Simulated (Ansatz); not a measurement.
`C=C[Si](F)(Cl)Cl` + `N=C=O` → `O=C=N[Si](F)(Cl)Cl` + `C=C` at 500 K and 1 bar (ligand exchange at the Si–C bond).

Computed with Ansatz on PBE0-D4/def2-TZVP structures; ΔE is electronic, products minus reactants. CCSD(T)/CBS is the MP2 limit (def2-TZVPP, def2-QZVPP) plus CCSD(T) − MP2 in def2-TZVPP, frozen cores. This one scheme is used for every species. One conformer a species, not always the lowest.

```tsv
species	CCSD(T)/CBS energy (Eh)	H − E (kJ/mol)	S (J/(mol·K))
`C=C[Si](F)(Cl)Cl`	-1386.50243	178.5	433.3
`N=C=O`	-168.51995	77.7	264.2
`O=C=N[Si](F)(Cl)Cl`	-1476.57281	103.2	451.7
`C=C`	-78.48111	155.1	245.3
```

H − E and S are ideal-gas, rigid-rotor, harmonic terms from PBE0-D4/def2-TZVP, for one conformer and one mirror image of each species. 1 Eh = 2625.50 kJ/mol, R = 8.31446 J/(mol·K).

Problem. By hand: ΔE, ΔH, ΔS and ΔG.

Solution. ΔE = (-1476.57281) + (-78.48111) − (-1386.50243) − (-168.51995) = -0.03154 Eh = -82.8 kJ/mol. Δ(H − E) = 103.2 + 155.1 − 178.5 − 77.7 = 2.1, so ΔH = -80.7 kJ/mol. ΔS = 451.7 + 245.3 − 433.3 − 264.2 = -0.5 J/(mol·K). ΔG = -80.7 − 500 × (-0.5)/1000 = -80.5 kJ/mol.

Problem. By hand: the equilibrium constant, and the temperature at which ΔG would vanish if ΔH and ΔS stayed fixed.

Solution. log₁₀ K = −ΔG/(RT ln 10) = 8.4. ΔG = 0 at ΔH/ΔS = 161400 K, far beyond where these terms or the molecules hold.

The number of gas molecules stays the same, so ΔS is small and ΔH decides. A doubt of 5 kJ/mol in ΔE shifts log₁₀ K by 0.5 here. Other conformers and mirror images would add mixing entropy, several J/(mol·K) or more a flexible species. Modes under 60 cm⁻¹, often nearly free rotors, make the harmonic entropy too high. These are equilibria of isolated gas molecules and say nothing of rates. Largest T1 diagnostic: 0.018 (customary marks: 0.02 for closed shells, 0.045 for open ones).
